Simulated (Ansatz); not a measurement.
Stepwise reaction of `C=C[Si](O)([SiH3])[SiH3]` with ammonia, as a gas-phase model of exchange steps in deposition or etching. ΔE in kJ/mol.

Gas-phase electronic energies from Ansatz, PBE0-D4/def2-TZVP geometries. CCSD(T)/CBS adds triple-zeta CCSD(T) − MP2 to the extrapolated MP2 energy (def2 sets, frozen cores). This one scheme is used for every species. DFT in def2-TZVPP. B3LYP here is the variant with VWN-RPA as its local correlation; programs differ in this. Each species was taken in one conformer, which may not be the lowest.

| step | reaction | PBE-D4 | B3LYP-D4 | ωB97M-V | CCSD(T)/CBS |
| --- | --- | --- | --- | --- | --- |
| 1 | `C=C[Si](O)([SiH3])[SiH3]` + NH₃ → `C=C[Si](N)(O)[SiH3]` + SiH₄ | -48.0 | -66.8 | -74.6 | -67.9 |

(1) Give the row of step 2, `C=C[Si](N)(O)[SiH3]` + NH₃ → `C=C[Si](N)(N)O` + SiH₄. (Best estimate.)

(2) By hand: ΔE of the 2 steps together at CCSD(T)/CBS.

Results:

(1) Computed: 
```csv
step,reaction,PBE-D4,B3LYP-D4,ωB97M-V,CCSD(T)/CBS
2,`C=C[Si](N)(O)[SiH3]` + NH₃ → `C=C[Si](N)(N)O` + SiH₄,-58.9,-76.2,-83.8,-78.6
```

(2) (-67.9) + (-78.6) = -146.5 kJ/mol, or -73.2 kJ/mol a step.

In ΔE each step is lower than the one before. All are downhill at CCSD(T)/CBS. PBE-D4 differs from CCSD(T)/CBS by 19.7 to 19.9 kJ/mol a step. Isolated molecules leave out the surface, adducts and barriers. Largest T1 diagnostic: 0.013.
